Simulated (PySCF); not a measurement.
This PySCF input asks for the NMR shieldings of `CB(C)P(C)C`, C4H12BP; the geometry comes from PBE0-D3(BJ)/def2-SVP.

```python
import basis_set_exchange as bse
import numpy as np
from pyscf import gto, dft
from pyscf.prop import nmr

atoms = """
C    -0.608547   -1.539774   -0.537031
B    -0.454192    0.025993   -0.459221
C    -1.707622    0.952602   -0.696000
P     1.181946    0.797541    0.051493
C     1.347077    2.438823   -0.779635
C     2.566004   -0.189761   -0.670278
H    -1.463306   -1.885486    0.068904
H     0.277616   -2.128419   -0.260307
H    -0.864506   -1.798027   -1.581891
H    -1.633880    1.958334   -0.256383
H    -1.792397    1.098064   -1.790762
H    -2.654347    0.491499   -0.371921
H     0.498120    3.076168   -0.492989
H     2.266564    2.937422   -0.438945
H     1.373043    2.360346   -1.877638
H     2.468414   -1.236796   -0.348912
H     2.582236   -0.159312   -1.770770
H     3.528043    0.186080   -0.291857
"""
names = dict.fromkeys(["C", "B", "P", "H"], "pcSseg-1")
basis = {el: gto.basis.parse(bse.get_basis(n, elements=[el], fmt="nwchem")) for el, n in names.items()}
mol = gto.M(atom=atoms, basis=basis, charge=0, verbose=0)
mf = dft.RKS(mol, xc="PBE0")
mf.grids.level = 2
mf.grids.alignment = dft.numint.BLKSIZE   # the property module wants whole blocks of grid points
mf.conv_tol = 1e-9
mf.kernel()

calc = nmr.RKS(mf)   # GIAO
C = mf.mo_coeff
Co = C[:, mf.mo_occ > 0]
resp = mf.gen_response(singlet=True, hermi=2)
def vind(x):   # induced exchange potential for any number of trial vectors
    d = np.einsum("pi,xij,qj->xpq", C, 2 * x.reshape(-1, C.shape[1], Co.shape[1]), Co, optimize=True)
    return np.einsum("xpq,pi,qj->xij", resp(d - d.transpose(0, 2, 1)), C, Co, optimize=True).ravel()
mo1, _ = nmr.rhf.solve_mo1(calc, with_cphf=vind)
sigma = calc.kernel(mo1)
for i, s in enumerate(sigma):   # ppm
    w = np.linalg.eigvalsh((s + s.T) / 2)
    print("%2d %-2s iso %8.1f  s11 %8.1f  s22 %8.1f  s33 %8.1f" % (i, mol.atom_pure_symbol(i), w.mean(), *w))
```

Task: What does it print?

Result: 
```
 0 C  iso    171.8  s11    151.4  s22    179.4  s33    184.7
 1 B  iso     14.0  s11    -60.6  s22    -20.7  s33    123.2
 2 C  iso    171.5  s11    151.2  s22    177.3  s33    185.8
 3 P  iso    385.9  s11    323.7  s22    361.6  s33    472.3
 4 C  iso    177.6  s11    166.5  s22    179.6  s33    186.6
 5 C  iso    177.3  s11    165.3  s22    179.7  s33    186.9
 6 H  iso     30.3  s11     26.2  s22     28.5  s33     36.3
 7 H  iso     30.0  s11     25.2  s22     30.8  s33     33.9
 8 H  iso     30.7  s11     27.2  s22     28.8  s33     36.1
 9 H  iso     30.0  s11     25.2  s22     30.8  s33     33.8
10 H  iso     30.9  s11     27.1  s22     29.2  s33     36.2
11 H  iso     30.2  s11     26.1  s22     28.8  s33     35.8
12 H  iso     29.8  s11     24.7  s22     28.3  s33     36.3
13 H  iso     30.1  s11     25.3  s22     27.7  s33     37.5
14 H  iso     30.0  s11     25.4  s22     27.9  s33     36.8
15 H  iso     29.7  s11     24.6  s22     28.3  s33     36.3
16 H  iso     30.0  s11     25.4  s22     27.9  s33     36.8
17 H  iso     30.1  s11     25.3  s22     27.6  s33     37.5
```

These numbers come from an equivalent density-fitted implementation of the same equations, which agrees with the script to about 0.01 ppm for H and up to a few tenths of a ppm for heavy atoms, so last digits may differ.

Task: Turn these shieldings into chemical shifts. References, each an isolated molecule treated in the same way: $^{13}$C (184.41 ppm), $^{1}$H (31.27 ppm) against TMS; BF3·OEt2 for $^{11}$B (100.73 ppm); $^{31}$P (310.13 ppm) vs H3PO4.

Result: Averaging equivalent atoms: C 0/2: 12.8; C 4/5: 7.0; B 1: 86.8; P 3: -75.7; H 12/13/14/15/16/17: 1.29; H 6/7/8/9/10/11: 0.92 ppm. Experimental scales use liquid or dissolved standards, which lie at an offset from isolated H3PO4.

Size and cost of the density-fitted run: 169 basis functions, 19 s wall time on 1 thread of an Arm Neoverse V2, shared host; peak memory 0.8 GiB.
